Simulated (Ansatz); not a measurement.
Computed with Ansatz on PBE0-D4/def2-TZVP structures; ΔE is electronic, products minus reactants. CCSD(T)/CBS is the MP2 limit (def2-TZVPP, def2-QZVPP) plus CCSD(T) − MP2 in def2-TZVPP, frozen cores. This one scheme is used for every species. DFT in def2-TZVPP. One conformer a species, not always the lowest.

Reaction (formal exchange of groups at the Si–C bond): `SC[SiH2]S` + `FC[SiH3]` → `FC([SiH3])[SiH2]S` + CH₃SH

```
         level  ΔE (eV)
     r2SCAN-D4     0.08
MP2/def2-TZVPP     0.13
```

(1) What does CCSD(T)/CBS give? (Best estimate.)

Largest T1 diagnostic among the species: 0.012.

Answers

(1) The calculation gave: +0.11 eV. The listed levels differ from it by -0.03, 0.02 eV.
